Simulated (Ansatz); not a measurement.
CH5BOS2 (`COB(S)S`), one more setting.

```yaml
crystal:
  periodic: [false, false, false]
  atoms:
    - {symbol: C, position_ang: [0.133265, -2.001647, -0.382862]}
    - {symbol: O, position_ang: [0.014423, -0.669353, 0.774821]}
    - {symbol: B, position_ang: [-0.051609, 0.942349, 0.279817]}
    - {symbol: S, position_ang: [-0.206900, 2.580194, 1.840216]}
    - {symbol: S, position_ang: [0.013450, 1.484180, -1.932089]}
    - {symbol: H, position_ang: [0.178265, -3.161048, 0.329329]}
    - {symbol: H, position_ang: [-0.953856, -2.025556, -1.211263]}
    - {symbol: H, position_ang: [1.268594, -1.893478, -1.136563]}
    - {symbol: H, position_ang: [-0.207527, 1.536517, 3.155867]}
    - {symbol: H, position_ang: [-0.084353, 3.143716, -1.713524]}
basis:
  gaussian: {orbitals: cc-pVTZ-DK}
hamiltonian: {xc: {name: wPBEh}}
accuracy: high
scf: {lower_state_search: off}
output: {forces: true}
```

```sh
$ ansatz run in.yaml --threads 4 --pin off --events-out ev --progress --plain --max-ram 10444MiB
```

It prints (some lines left out):

```
Functional definition: wPBEh
4073 factors; integrals over basis functions are off by at most 1.9e-8 eV
131 factors; integrals over basis functions are off by at most 2.0e-9 eV
mean field evaluation 1: about -25554.5537 eV, gradient 4.5e1 eV
mean field evaluation 2: about -25511.9418 eV, gradient 1.4e2 eV
mean field evaluation 4: about -25558.4333 eV, gradient 1.1e1 eV
mean field evaluation 8: about -25558.8135 eV, gradient 1.4e0 eV
mean field evaluation 16: about -25558.8200 eV, gradient 1.3e-3 eV
mean field -25558.82000752 eV, -939.2693108860 hartree, gradient 1.9e-8 eV, S^2 0.000000; 0 other end points of the search recorded, 0 dependent functions left out
reference -25558.82001173 eV, -939.2693110405 hartree; 28, 28 occupied and 200, 200 virtual orbitals, 4073 factors
Total energy: -25558.82001173 eV, -939.2693110405 hartree
Relativity: scalar
Atom 0 at     0.133265    -2.001647    -0.382862 Å, force     0.055761    -0.369385    -0.902682 eV/Å
Atom 1 at     0.014423    -0.669353     0.774821 Å, force     0.034719     2.414685    -4.001000 eV/Å
Atom 2 at    -0.051609     0.942349     0.279817 Å, force     0.125470    -2.681593     0.426587 eV/Å
Atom 3 at    -0.206900     2.580194     1.840216 Å, force     0.256370    -5.136533     0.462038 eV/Å
Atom 4 at     0.013450     1.484180    -1.932089 Å, force    -0.325174     2.919610     3.985855 eV/Å
Atom 5 at     0.178265    -3.161048     0.329329 Å, force    -0.183473     4.274316    -2.098953 eV/Å
Atom 6 at    -0.953856    -2.025556    -1.211263 Å, force     3.629883     0.313903     2.962996 eV/Å
Atom 7 at     1.268594    -1.893478    -1.136563 Å, force    -3.831095    -0.130001     2.711450 eV/Å
Atom 8 at    -0.207527     1.536517     3.155867 Å, force     0.012092     2.337538    -3.192608 eV/Å
Atom 9 at    -0.084353     3.143716    -1.713524 Å, force     0.225446    -3.942540    -0.353684 eV/Å
Dipole moment:     0.023954    -0.363922    -0.117612 e Å
Checks for a lower state left out: stability, starts, cluster_reference, orbital_swaps, neighbouring_geometries, increment
```

Run time 9.5 s (4 threads of an Intel Xeon Platinum 8488C on a shared host); peak host memory 1.4 GiB.
